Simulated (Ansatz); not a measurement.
The same ligand exchange along the group F, Cl, Br, I.

Isolated molecules relaxed with PBE0-D4/def2-TZVP in Ansatz; ΔE leaves out vibrations. CBS: MP2 limit from def2 TZ/QZ plus the TZ coupled-cluster correction, frozen cores. This one scheme is used for every species. Functionals use def2-TZVPP. B3LYP here is the variant with VWN-RPA as its local correlation; programs differ in this. Elements past krypton have def2 core potentials. For Br, Ge, I outer-core shells are correlated without core-valence functions, which leaves a few kJ/mol of doubt a bond. Scalar relativity is left out up to krypton. One conformer a species, not always the lowest.

```json
{"reaction": "`[F][GeH3]` + `OPO` → `O[P](O)[GeH3]` + H–F", "B2PLYP (eV)": "0.61", "B3LYP-D4 (eV)": "0.51", "CCSD(T)/CBS(def2) (eV)": "0.46"}
{"reaction": "`[Cl][GeH3]` + `OPO` → `O[P](O)[GeH3]` + HCl", "B2PLYP (eV)": "0.74", "B3LYP-D4 (eV)": "0.66", "CCSD(T)/CBS(def2) (eV)": "0.68"}
{"reaction": "`[GeH3][Br]` + `OPO` → `O[P](O)[GeH3]` + HBr", "B2PLYP (eV)": "0.83", "B3LYP-D4 (eV)": "0.74", "CCSD(T)/CBS(def2) (eV)": "0.78"}
{"reaction": "`[GeH3][I]` + `OPO` → `O[P](O)[GeH3]` + HI", "B2PLYP (eV)": "0.84", "B3LYP-D4 (eV)": "0.77", "CCSD(T)/CBS(def2) (eV)": "0.83"}
```

Largest T1 diagnostic: 0.014, for `O[P](O)[GeH3]`.
